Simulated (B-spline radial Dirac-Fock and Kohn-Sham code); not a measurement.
# EELS cross sections of the Zr N3 edge

System: the free zirconium atom in the configuration [Kr] 4d2 5s2. Calculated with a radial B-spline solver, using the first Born approximation with generalised oscillator strengths from a Dirac-Hartree-Slater potential (longitudinal and transverse terms; continuum final states only, so no white lines or fine structure). The edge is taken at 36.04 eV (orbital energy of the model).

Partial cross sections σ(β, Δ) in barn, integrated over a window Δ above the edge and up to the collection semi-angle β, for parallel illumination:

```tsv
E₀ (kV)	β (mrad)	Δ = 25 eV	Δ = 50 eV	Δ = 100 eV	Δ = 200 eV	Δ = 300 eV
60	10	122000	137000	145000	150000	152000
60	20	168000	201000	213000	221000	223000
60	50	193000	248000	283000	303000	308000
100	5	70400	78300	82700	85700	86700
100	10	97100	111000	117000	122000	123000
100	50	?	?	?	?	?
120	10	90300	104000	110000	114000	116000
120	50	117000	151000	172000	187000	193000
120	100	117000	151000	172000	188000	194000
200	5	56200	63200	66900	69500	70500
200	10	75300	89000	94700	98300	99600
300	5	52100	59200	62700	65200	66200
300	10	66700	80900	87100	90600	91800
300	20	71000	90300	102000	109000	111000
```

Q: Give the row for 100 kV and 50 mrad.

A: 133000 b for 25 eV, 171000 b for 50 eV, 195000 b for 100 eV, 212000 b for 200 eV, 217000 b for 300 eV.
